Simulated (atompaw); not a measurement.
# calcium (Ca): one change to a PAW (atompaw) potential, before and after

* Element: calcium (Ca)
* Generator: atompaw 4.2.0.5
* Type: PAW
* Functional: PBEsol
* Relativity: scalar-relativistic
* Frozen core: [Ne]
* Valence charge: 10
* Reference configuration: 3s2 3p6 3d0 4s1.5 4p0 (charge +0.5)
* Partial waves: 3s (bound); 4s (bound); 3p (bound); 4p (bound, empty); 3d (bound, empty); 3d channel at 0.25 Ry
* Local potential: troulliermartins scheme with l = 3 at 0 Ry, radius 1.95 bohr
* Core correction: smooth core density matched at 2.00 bohr
* Augmentation charge: sinc compensation charge, radius 2.10 bohr; PAW radius 2.70 bohr; waves and projectors: bloechl

Change: local potential troulliermartins scheme with l = 3 at 0 Ry, radius 1.48 bohr.

Cutoffs: the cutoffs (Ry, on a coarse ladder) from which the occupation-weighted sum of valence levels, in a spherical-Bessel basis at the reference potential, stays within 10 and 1 mRy of its value at 400 Ry; they do not see the model core or the augmentation charge, which bear on the density cutoff.

Question: What does the change do?

Answer: The potential gets harder (35 Ry and 55 Ry → 70 Ry and 100 Ry); the range in which the s phases agree narrows (upper end 2.6 → 1.2); the range in which the d phases agree widens (upper end 1.9 → at the end of the scan); neither file shows a bound ghost.

| quantity | base | changed |
| --- | --- | --- |
| cutoff, loose | 35 Ry | 70 Ry |
| cutoff, tight | 55 Ry | 100 Ry |
| loose cutoff by channel (10 mRy a level) | s 18 Ry, p 25 Ry | s 40 Ry, p 45 Ry |
| bound ghosts | none | none |
| s: phases at 2.72 bohr within 0.05 rad from the reference energy up to (Ry; the scan ends near 5) | 2.6 | 1.2 |
| p: phases at 2.72 bohr within 0.05 rad from the reference energy up to (Ry; the scan ends near 5) | to the end of the scan | 4.3 |
| d: phases at 2.72 bohr within 0.05 rad from the reference energy up to (Ry; the scan ends near 5) | 1.9 | to the end of the scan |
| lowest overlap eigenvalue by channel | s 0.45, p 0.93, d 1.00 | s 0.16, p 0.58, d 1.00 |

 The cutoffs see the waves, projectors and local potential, not the compensation charge or the core.
